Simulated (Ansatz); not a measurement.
Frontier orbitals of H$_{8}$InNSi$_{2}$ (`N[SiH]([SiH3])[InH2]`).

Cartesian coordinates in Å:
```
N -1.505 0.887 1.050
Si -0.402 -0.318 0.454
Si 1.782 0.483 0.731
In -0.669 -1.133 -1.993
H -2.460 0.611 1.223
H -1.488 1.801 0.623
H -0.563 -1.508 1.342
H 1.962 1.733 -0.062
H 2.115 0.785 2.150
H 2.745 -0.526 0.209
H 0.247 -2.460 -2.634
H -1.765 -0.356 -3.094
```

The species carries charge 0 and has multiplicity 1. Correlated methods include outer-core shells of In, which these sets cover unevenly. In: def2 effective core potential. The structure was optimised at the PBE0-D4/def2-TZVP level. It is one conformer, not always the lowest. Basis def2-TZVPP, the Gaussian-basis code of Ansatz.

```
             functional  HOMO (eV)  LUMO (eV)  gap (eV)
                    PBE      -5.30      -2.76      2.54
                 revPBE      -5.25      -2.65      2.60
                   PBE0      -6.34      -2.06      4.28
HSE06 (plane-wave form)      -5.96      -2.42      3.54
                  BHLYP      -7.28      -1.41      5.87
                ωB97M-V      -8.32      -0.56      7.76
```

A quarter of exact exchange (PBE0) shifts PBE's HOMO by −1.04 eV and its LUMO by +0.70 eV; full exchange at long range (ωB97M-V) shifts them by −3.01 and +2.20 eV. The gap opens from 2.54 to 7.75 eV, since occupied levels lose self-interaction and empty ones feel all the electrons.
